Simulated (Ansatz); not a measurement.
Ansatz (a quantum-chemistry and plane-wave program) input (HF/3-21G): The .json file is the Basis Set Exchange's 3-21G.

Ansatz 0.2 input:
```yaml
crystal:
  periodic: [false, false, false]
  atoms:
    - {symbol: H, position_ang: [3.13640363, -0.43473452, -0.13639247]}
    - {symbol: C, position_ang: [2.08463306, -0.41454875, 0.03850625]}
    - {symbol: C, position_ang: [1.07087762, 0.26533428, -0.47206856]}
    - {symbol: C, position_ang: [-0.31829730, 0.05841096, -0.00085547]}
    - {symbol: F, position_ang: [-1.12761063, -0.33493396, -1.01141195]}
    - {symbol: F, position_ang: [-0.84919020, 1.20417510, 0.48526175]}
    - {symbol: F, position_ang: [-0.39470988, -0.87142182, 0.96955570]}
    - {symbol: H, position_ang: [1.18391242, 0.99918173, -1.24775030]}
basis:
  gaussian:
    orbitals: 3-21G.json
hamiltonian:
  xc: {name: HF}
magnetization: {spin_polarized: true, initial_magnetization: 1}
phonons: {temperatures: {t_min: 298.15, t_max: 298.15, t_step: 100}}
```

Output:

```
Functional definition: HF
integrals: 0.01 GiB planned
749 factors; integrals over basis functions are off by at most 5.9e-4 eV
mean field: 0.20 GiB planned
mean field evaluation 1: about -11173.3540 eV, gradient 2.8e1 eV
mean field evaluation 2: about -11173.3576 eV, gradient 2.8e1 eV
mean field evaluation 4: about -11177.4169 eV, gradient 2.9e0 eV
mean field evaluation 8: about -11177.6066 eV, gradient 8.0e-1 eV
mean field -11177.70861696 eV, -410.7732151501 hartree, gradient 2.2e-5 eV, S^2 1.016911; 0 other end points of the search recorded, 0 dependent functions left out
the calculation of the forces begins
reference -11177.70861696 eV, -410.7732151501 hartree; 24, 23 occupied and 34, 35 virtual orbitals, 749 factors
these checks for a lower state are left out or cut short: stability, starts, cluster_reference, orbital_swaps, neighbouring_geometries, increment
integrals: 0.01 GiB planned
749 factors; integrals over basis functions are off by at most 5.9e-4 eV
mean field: 0.20 GiB planned
mean field evaluation 16: about -11177.7051 eV, gradient 4.7e-2 eV
mean field -11177.70860696 eV, -410.7732147829 hartree, gradient 2.3e-6 eV, S^2 1.016924; 0 other end points of the search recorded, 0 dependent functions left out
the calculation of the forces begins
reference -11177.70860696 eV, -410.7732147829 hartree; 24, 23 occupied and 34, 35 virtual orbitals, 749 factors
these checks for a lower state are left out or cut short: stability, starts, cluster_reference, orbital_swaps, neighbouring_geometries, increment
integrals: 0.01 GiB planned
749 factors; integrals over basis functions are off by at most 5.9e-4 eV
mean field: 0.20 GiB planned
mean field -11177.70860822 eV, -410.7732148289 hartree, gradient 2.3e-6 eV, S^2 1.016900; 0 other end points of the search recorded, 0 dependent functions left out
the calculation of the forces begins
reference -11177.70860822 eV, -410.7732148289 hartree; 24, 23 occupied and 34, 35 virtual orbitals, 749 factors
these checks for a lower state are left out or cut short: stability, starts, cluster_reference, orbital_swaps, neighbouring_geometries, increment
integrals: 0.01 GiB planned
749 factors; integrals over basis functions are off by at most 5.9e-4 eV
mean field: 0.20 GiB planned
mean field evaluation 32: about -11177.7050 eV, gradient 6.7e-2 eV
mean field -11177.70854790 eV, -410.7732126122 hartree, gradient 2.3e-6 eV, S^2 1.016916; 0 other end points of the search recorded, 0 dependent functions left out
the calculation of the forces begins
reference -11177.70854790 eV, -410.7732126122 hartree; 24, 23 occupied and 34, 35 virtual orbitals, 749 factors
these checks for a lower state are left out or cut short: stability, starts, cluster_reference, orbital_swaps, neighbouring_geometries, increment
integrals: 0.01 GiB planned
749 factors; integrals over basis functions are off by at most 5.9e-4 eV
mean field: 0.20 GiB planned
mean field -11177.70855388 eV, -410.7732128323 hartree, gradient 2.3e-6 eV, S^2 1.016909; 0 other end points of the search recorded, 0 dependent functions left out
the calculation of the forces begins
reference -11177.70855388 eV, -410.7732128323 hartree; 24, 23 occupied and 34, 35 virtual orbitals, 749 factors
these checks for a lower state are left out or cut short: stability, starts, cluster_reference, orbital_swaps, neighbouring_geometries, increment
integrals: 0.01 GiB planned
749 factors; integrals over basis functions are off by at most 5.9e-4 eV
mean field: 0.20 GiB planned
mean field -11177.70852718 eV, -410.7732118508 hartree, gradient 2.6e-6 eV, S^2 1.013813; 0 other end points of the search recorded, 0 dependent functions left out
the calculation of the forces begins
reference -11177.70852718 eV, -410.7732118508 hartree; 24, 23 occupied and 34, 35 virtual orbitals, 749 factors
these checks for a lower state are left out or cut short: stability, starts, cluster_reference, orbital_swaps, neighbouring_geometries, increment
integrals: 0.01 GiB planned
749 factors; integrals over basis functions are off by at most 5.9e-4 eV
mean field: 0.20 GiB planned
mean field -11177.70852493 eV, -410.7732117682 hartree, gradient 2.3e-6 eV, S^2 1.020023; 0 other end points of the search recorded, 0 dependent functions left out
the calculation of the forces begins
reference -11177.70852493 eV, -410.7732117682 hartree; 24, 23 occupied and 34, 35 virtual orbitals, 749 factors
these checks for a lower state are left out or cut short: stability, starts, cluster_reference, orbital_swaps, neighbouring_geometries, increment
integrals: 0.01 GiB planned
749 factors; integrals over basis functions are off by at most 5.9e-4 eV
mean field: 0.20 GiB planned
mean field evaluation 64: about -11177.7085 eV, gradient 2.7e-2 eV
[...]
the calculation of the forces begins
reference -11177.70855040 eV, -410.7732127043 hartree; 24, 23 occupied and 34, 35 virtual orbitals, 749 factors
these checks for a lower state are left out or cut short: stability, starts, cluster_reference, orbital_swaps, neighbouring_geometries, increment
integrals: 0.01 GiB planned
749 factors; integrals over basis functions are off by at most 5.9e-4 eV
mean field: 0.20 GiB planned
mean field -11177.70858039 eV, -410.7732138063 hartree, gradient 2.3e-6 eV, S^2 1.016891; 0 other end points of the search recorded, 0 dependent functions left out
the calculation of the forces begins
reference -11177.70858039 eV, -410.7732138063 hartree; 24, 23 occupied and 34, 35 virtual orbitals, 749 factors
these checks for a lower state are left out or cut short: stability, starts, cluster_reference, orbital_swaps, neighbouring_geometries, increment
integrals: 0.01 GiB planned
749 factors; integrals over basis functions are off by at most 5.9e-4 eV
mean field: 0.20 GiB planned
mean field evaluation 160: about -11177.7086 eV, gradient 3.6e-6 eV
mean field -11177.70858122 eV, -410.7732138369 hartree, gradient 2.3e-6 eV, S^2 1.016932; 0 other end points of the search recorded, 0 dependent functions left out
the calculation of the forces begins
reference -11177.70858122 eV, -410.7732138369 hartree; 24, 23 occupied and 34, 35 virtual orbitals, 749 factors
these checks for a lower state are left out or cut short: stability, starts, cluster_reference, orbital_swaps, neighbouring_geometries, increment
integrals: 0.01 GiB planned
749 factors; integrals over basis functions are off by at most 5.9e-4 eV
mean field: 0.20 GiB planned
mean field -11177.70852331 eV, -410.7732117088 hartree, gradient 2.3e-6 eV, S^2 1.016907; 0 other end points of the search recorded, 0 dependent functions left out
the calculation of the forces begins
reference -11177.70852331 eV, -410.7732117088 hartree; 24, 23 occupied and 34, 35 virtual orbitals, 749 factors
these checks for a lower state are left out or cut short: stability, starts, cluster_reference, orbital_swaps, neighbouring_geometries, increment
integrals: 0.01 GiB planned
749 factors; integrals over basis functions are off by at most 5.9e-4 eV
mean field: 0.20 GiB planned
mean field -11177.70852490 eV, -410.7732117670 hartree, gradient 2.3e-6 eV, S^2 1.016916; 0 other end points of the search recorded, 0 dependent functions left out
the calculation of the forces begins
reference -11177.70852490 eV, -410.7732117670 hartree; 24, 23 occupied and 34, 35 virtual orbitals, 749 factors
these checks for a lower state are left out or cut short: stability, starts, cluster_reference, orbital_swaps, neighbouring_geometries, increment
integrals: 0.01 GiB planned
749 factors; integrals over basis functions are off by at most 5.9e-4 eV
mean field: 0.20 GiB planned
mean field -11177.70846258 eV, -410.7732094769 hartree, gradient 2.3e-6 eV, S^2 1.016928; 0 other end points of the search recorded, 0 dependent functions left out
the calculation of the forces begins
reference -11177.70846258 eV, -410.7732094769 hartree; 24, 23 occupied and 34, 35 virtual orbitals, 749 factors
these checks for a lower state are left out or cut short: stability, starts, cluster_reference, orbital_swaps, neighbouring_geometries, increment
integrals: 0.01 GiB planned
749 factors; integrals over basis functions are off by at most 5.9e-4 eV
mean field: 0.20 GiB planned
mean field evaluation 192: about -11177.7085 eV, gradient 2.3e-6 eV
mean field -11177.70846594 eV, -410.7732096005 hartree, gradient 2.3e-6 eV, S^2 1.016894; 0 other end points of the search recorded, 0 dependent functions left out
the calculation of the forces begins
reference -11177.70846594 eV, -410.7732096005 hartree; 24, 23 occupied and 34, 35 virtual orbitals, 749 factors
these checks for a lower state are left out or cut short: stability, starts, cluster_reference, orbital_swaps, neighbouring_geometries, increment
integrals: 0.01 GiB planned
749 factors; integrals over basis functions are off by at most 5.9e-4 eV
mean field: 0.20 GiB planned
mean field -11177.70859027 eV, -410.7732141695 hartree, gradient 2.3e-6 eV, S^2 1.016932; 0 other end points of the search recorded, 0 dependent functions left out
the calculation of the forces begins
reference -11177.70859027 eV, -410.7732141695 hartree; 24, 23 occupied and 34, 35 virtual orbitals, 749 factors
these checks for a lower state are left out or cut short: stability, starts, cluster_reference, orbital_swaps, neighbouring_geometries, increment
integrals: 0.01 GiB planned
749 factors; integrals over basis functions are off by at most 5.9e-4 eV
mean field: 0.20 GiB planned
mean field -11177.70859083 eV, -410.7732141899 hartree, gradient 2.3e-6 eV, S^2 1.016891; 0 other end points of the search recorded, 0 dependent functions left out
the calculation of the forces begins
reference -11177.70859083 eV, -410.7732141899 hartree; 24, 23 occupied and 34, 35 virtual orbitals, 749 factors
these checks for a lower state are left out or cut short: stability, starts, cluster_reference, orbital_swaps, neighbouring_geometries, increment
integrals: 0.01 GiB planned
749 factors; integrals over basis functions are off by at most 5.9e-4 eV
mean field: 0.20 GiB planned
mean field -11177.70850088 eV, -410.7732108844 hartree, gradient 2.3e-6 eV, S^2 1.017051; 0 other end points of the search recorded, 0 dependent functions left out
the calculation of the forces begins
reference -11177.70850088 eV, -410.7732108844 hartree; 24, 23 occupied and 34, 35 virtual orbitals, 749 factors
these checks for a lower state are left out or cut short: stability, starts, cluster_reference, orbital_swaps, neighbouring_geometries, increment
integrals: 0.01 GiB planned
749 factors; integrals over basis functions are off by at most 5.9e-4 eV
mean field: 0.20 GiB planned
mean field -11177.70849716 eV, -410.7732107478 hartree, gradient 2.3e-6 eV, S^2 1.016774; 0 other end points of the search recorded, 0 dependent functions left out
the calculation of the forces begins
reference -11177.70849716 eV, -410.7732107478 hartree; 24, 23 occupied and 34, 35 virtual orbitals, 749 factors
these checks for a lower state are left out or cut short: stability, starts, cluster_reference, orbital_swaps, neighbouring_geometries, increment
integrals: 0.01 GiB planned
749 factors; integrals over basis functions are off by at most 5.9e-4 eV
mean field: 0.20 GiB planned
mean field evaluation 224: about -11177.7051 eV, gradient 4.8e-2 eV
mean field -11177.70860333 eV, -410.7732146493 hartree, gradient 2.3e-6 eV, S^2 1.016850; 0 other end points of the search recorded, 0 dependent functions left out
the calculation of the forces begins
reference -11177.70860333 eV, -410.7732146493 hartree; 24, 23 occupied and 34, 35 virtual orbitals, 749 factors
these checks for a lower state are left out or cut short: stability, starts, cluster_reference, orbital_swaps, neighbouring_geometries, increment
integrals: 0.01 GiB planned
749 factors; integrals over basis functions are off by at most 5.9e-4 eV
mean field: 0.20 GiB planned
mean field -11177.70860327 eV, -410.7732146472 hartree, gradient 2.3e-6 eV, S^2 1.016974; 0 other end points of the search recorded, 0 dependent functions left out
the calculation of the forces begins
reference -11177.70860327 eV, -410.7732146472 hartree; 24, 23 occupied and 34, 35 virtual orbitals, 749 factors
Total energy: -11177.70861696 eV, -410.7732151501 hartree
Atom 0 at     3.136404    -0.434735    -0.136392 Å, force    -0.001751    -0.000002     0.000328 eV/Å
Atom 1 at     2.084633    -0.414549     0.038506 Å, force     0.001673     0.000186    -0.000503 eV/Å
Atom 2 at     1.070878     0.265334    -0.472069 Å, force     0.000527    -0.000690     0.000611 eV/Å
Atom 3 at    -0.318297     0.058411    -0.000855 Å, force     0.000823     0.000249    -0.000410 eV/Å
Atom 4 at    -1.127611    -0.334934    -1.011412 Å, force    -0.000610    -0.000167    -0.000205 eV/Å
Atom 5 at    -0.849190     1.204175     0.485262 Å, force    -0.000523     0.000315     0.000264 eV/Å
Atom 6 at    -0.394710    -0.871422     0.969556 Å, force    -0.000165    -0.000243     0.000280 eV/Å
Atom 7 at     1.183912     0.999182    -1.247750 Å, force     0.000024     0.000351    -0.000366 eV/Å
Dipole moment:     0.637026     0.101477    -0.222858 e Å
Vibrations: 78.79 277.19 347.62 466.43 554.30 565.36 679.69 775.51 840.58 991.15 1014.83 1331.57 1366.06 1367.79 1450.28 1642.55 3331.78 3444.71 cm⁻¹, zero-point energy 1.272462 eV
```

The blocks after the first are displaced geometries, from whose forces the wavenumbers follow.

The determinant is spin-contaminated: <S^2> is 1.02 against 0.75 for a pure state.
